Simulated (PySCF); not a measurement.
Sn(H)2(Me)(Vi), SMILES [CH](=C)[SnH2][CH3] (C₃H₈Sn), singlet at its PBE0/def2-SVP optimised geometry (Å):

```
12

Sn    -1.0899    -0.7989     0.0000
C     -1.7813     1.2384     0.0000
C      1.0527    -0.7989     0.0000
C      1.7830     0.3199     0.0011
H     -1.6672    -1.6274    -1.3925
H     -1.6671    -1.6273     1.3925
H     -1.4204     1.7613     0.8971
H     -2.8801     1.2624    -0.0044
H     -1.4132     1.7637    -0.8928
H      1.5760    -1.7637    -0.0010
H      1.3301     1.3185     0.0020
H      2.8801     0.2967     0.0010
```

Method: PBE0/def2-TZVP, def2 effective core potentials past Kr run with PySCF 2.14.0. The core electrons that the potentials of Sn replace are not part of the density. Cells within 0.4 Å of a nucleus heavier than hydrogen are left out (blank, or x).

Map of the log10 of the electron density (e/bohr³), floored at −4 on the plane z = 0.0 Å:

```
|00000000000000000000000000000|
|00000000000000000000000000000|
|00000000000000000000000000000|
|00000000000000000000000000000|
|00000000111000000000000000000|
|00000011222210000000000000000|
|00001123333321101111000000000|
|00012334444432112222210000000|
|00123455566543223444321000000|
|00134566777654334565432210000|
|002346777x7654345776544321000|
|00134677xxx654345777655432100|
|0013456677765444567x776543100|
|001234556666554556xxx78643200|
|0001234556777655677x777643100|
|00001234579997667777665542100|
|0000123468xxx767xxx7554321000|
|00001234679x97677x76543210000|
|00001234568876666777542100000|
|00001234556665556677542100000|
|00000123445544444566532100000|
|00000122334433333444331000000|
|00000012223222122333210000000|
|00000001111111001111100000000|
|00000000000000000000000000000|
|00000000000000000000000000000|
|00000000000000000000000000000|
|00000000000000000000000000000|
|00000000000000000000000000000|
```
Scale: ten equal steps from -4.00 (start of '0') to 0.429 (end of '9'), in the order '0123456789'; x runs from -5.00 to 5.00, y from -5.00 (bottom) to 5.00 (top).
